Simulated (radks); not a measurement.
Valence configurations of Ru (all share [Kr]). Method: scalar-relativistic Kohn-Sham, PBE, spin-polarised, spherical densities, point nucleus; open shells are filled with parallel spins first (spin-orbit coupling, left out, can overturn this in heavy ions); computed with a radial shooting solver on a logarithmic mesh with Libxc functionals. Energies are relative to 4d7 5s1; eigenvalues in eV for spin up.

valence          E (eV)  moment (Bohr magnetons)    e(4d)   e(5p)   e(5s)
4d7 5s1           0.000                        4   -5.965       -  -4.761
4d6 5s2           0.987                        4   -8.745       -  -5.601
4d8               1.046                        2   -3.670       -       -
4d6.5 5s1 5p0.5   1.539                        5   -8.011  -1.871  -5.828
4d7 5s0.5 5p0.5   1.806                        4   -6.738  -1.613  -5.286
4d6 5s1 5p1       3.531                        6  -10.042  -2.473  -6.802
4d7 5p1           3.668                        4   -7.437  -1.975       -
4d5 5s2 5p1       6.463                        6  -13.138  -2.900  -7.689
4d6 5p2           7.936                        6  -11.286  -3.094       -
4d5 5s1 5p2       8.886                        8  -14.157  -3.586  -8.598

NIST lists [Kr] 4d7 5s1 as the ground configuration; this level of theory agrees among the configurations tried. The energies are those of spherical high-spin densities, not of single terms.
